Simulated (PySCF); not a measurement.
**Multinuclear NMR of C4H11NO3Si**

Molfile (atoms numbered from 1):
```
C4H11NO3Si
     RDKit          3D

 20 19  0  0  0  0  0  0  0  0999 V2000
    3.3071    0.6117   -1.1217 C   0  0  0  0  0  0  0  0  0  0  0  0
    1.8831    0.4340   -1.2223 N   0  0  0  0  0  0  0  0  0  0  0  0
    0.9531   -0.2983    0.0088 Si  0  0  1  0  0  4  0  0  0  0  0  0
    1.4637    0.2417    1.4548 O   0  0  0  0  0  0  0  0  0  0  0  0
   -0.5461    0.1970   -0.4217 O   0  0  0  0  0  0  0  0  0  0  0  0
   -1.7585   -0.4229   -0.2111 C   0  0  2  0  0  0  0  0  0  0  0  0
   -2.8957    0.5944   -0.3591 C   0  0  0  0  0  0  0  0  0  0  0  0
   -1.8548   -1.1186    1.1210 C   0  0  0  0  0  0  0  0  0  0  0  0
   -0.9452   -1.2640    1.8872 O   0  0  0  0  0  0  0  0  0  0  0  0
    3.5804    1.5718   -0.6718 H   0  0  0  0  0  0  0  0  0  0  0  0
    3.7692    0.5451   -2.1099 H   0  0  0  0  0  0  0  0  0  0  0  0
    3.7075   -0.1783   -0.4932 H   0  0  0  0  0  0  0  0  0  0  0  0
    1.4458    1.1239   -1.8107 H   0  0  0  0  0  0  0  0  0  0  0  0
    1.1020   -1.7513   -0.0843 H   0  0  0  0  0  0  0  0  0  0  0  0
    1.0329   -0.0784    2.2458 H   0  0  0  0  0  0  0  0  0  0  0  0
   -1.8977   -1.2244   -0.9622 H   0  0  0  0  0  0  0  0  0  0  0  0
   -2.8337    1.0553   -1.3404 H   0  0  0  0  0  0  0  0  0  0  0  0
   -2.7901    1.3718    0.3935 H   0  0  0  0  0  0  0  0  0  0  0  0
   -3.8624    0.1108   -0.2505 H   0  0  0  0  0  0  0  0  0  0  0  0
   -2.8657   -1.5105    1.3413 H   0  0  0  0  0  0  0  0  0  0  0  0
  1  2  1  0
  2  3  1  0
  3  4  1  0
  3  5  1  0
  5  6  1  0
  6  7  1  0
  6  8  1  0
  8  9  2  0
  1 10  1  0
  1 11  1  0
  1 12  1  0
  2 13  1  0
  3 14  1  1
  4 15  1  0
  6 16  1  6
  7 17  1  0
  7 18  1  0
  7 19  1  0
  8 20  1  0
M  END
```

All values are calculated (PySCF 2.14): shieldings: GIAO PBE0/pcSseg-1, structure optimised with GFN2-xTB. No solvent, one conformer, equivalent nuclei averaged, non-relativistic Hamiltonian.

(1) Predict the $^{29}$Si NMR data.

(2) Where does $^{15}$N resonate?

(3) Predict the $^{17}$O NMR data.

Answers

(1) 
| atoms | environment | σ (ppm) | δ (ppm) |
| --- | --- | --- | --- |
| Si3 | silicon bonded to N, 2 O, H | 400.8 | -49.5 |

Shieldings were converted by a linear fit to measured shifts: $^{29}$Si (scatter 8.9 ppm rms, 25.8 ppm with the 6 outliers that the fit left out vs TMS, solution or neat liquid). Occasional misses reach two or three times the rms, and more in compound classes unlike the fitted ones.

On a 400 MHz spectrometer $^{29}$Si resonates near 79.5 MHz, so 1 ppm is 79.5 Hz.

(2) 
```
atoms                  environment  σ (ppm)  δ (ppm)
   N2  nitrogen bonded to C, Si, H    240.5   -369.7
```

Shieldings were converted by a linear fit to measured shifts: $^{15}$N (scatter 6.3 ppm rms vs CH3NO2, solution or neat liquid). A few per cent of atoms miss by over 2 rms, more outside the fitted compound classes.

On a 600 MHz spectrometer $^{15}$N resonates near 60.8 MHz, so 1 ppm is 60.8 Hz.

(3) 
| atoms | environment | σ (ppm) | δ (ppm) |
| --- | --- | --- | --- |
| O9 | aldehyde oxygen | -302.2 | 542.0 |
| O4 | oxygen bonded to Si, H | 260.3 | 29.6 |
| O5 | oxygen bonded to C, Si | 270.9 | 19.9 |

Shieldings were converted by a linear fit to measured shifts: $^{17}$O: δ = 266.70 − 0.911σ (rms 10.7 ppm, 155 shifts, 12.2 ppm with the 3 outliers that the fit left out vs liquid water, solution or neat liquid). Occasional misses reach two or three times the rms, and more in compound classes unlike the fitted ones.

On a 600 MHz spectrometer $^{17}$O resonates near 81.3 MHz, so 1 ppm is 81.3 Hz.
